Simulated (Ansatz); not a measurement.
Consider the hydrogenolysis of a B–Si bond: `CC#CB(O)[SiH3]` + H₂ → `CC#CBO` + SiH₄.

Gas-phase electronic energies from Ansatz, PBE0-D4/def2-TZVP geometries. CCSD(T)/CBS adds triple-zeta CCSD(T) − MP2 to the extrapolated MP2 energy (def2 sets, frozen cores). This one scheme is used for every species. Functionals use def2-TZVPP. HSE06 is defined as in plane-wave codes. One conformer a species, not always the lowest.

CCSD(T)/CBS gives -37.0 kJ/mol.

Another level gave -31.1 kJ/mol. Which?
A. HSE06-D4/def2-TZVPP
B. PBE-D4/def2-TZVPP
C. BHLYP/def2-TZVPP
D. ωB97X-V/def2-TZVPP

A. HSE06-D4 -31.1, ωB97X-V -39.1, PBE-D4 -23.8, BHLYP -54.4 kJ/mol.

Largest T1 diagnostic among the species: 0.014.

From PBE to PBE0 (25 % exact exchange), in def2-TZVPP and without D4, ΔE moves by −6.7 kJ/mol. At CCSD(T), def2-SVP lies −9.3 kJ/mol from the extrapolated value and def2-TZVPP −2.3 kJ/mol. In def2-TZVPP, CCSD(T) changes the Hartree–Fock value by +30.0 kJ/mol (the triples alone add +5.9 kJ/mol) and MP2 by +30.9 kJ/mol.

CCSD(T)/CBS has its own doubt, a few kJ/mol and more with outer-core shells, so smaller differences from it don't rank the levels.
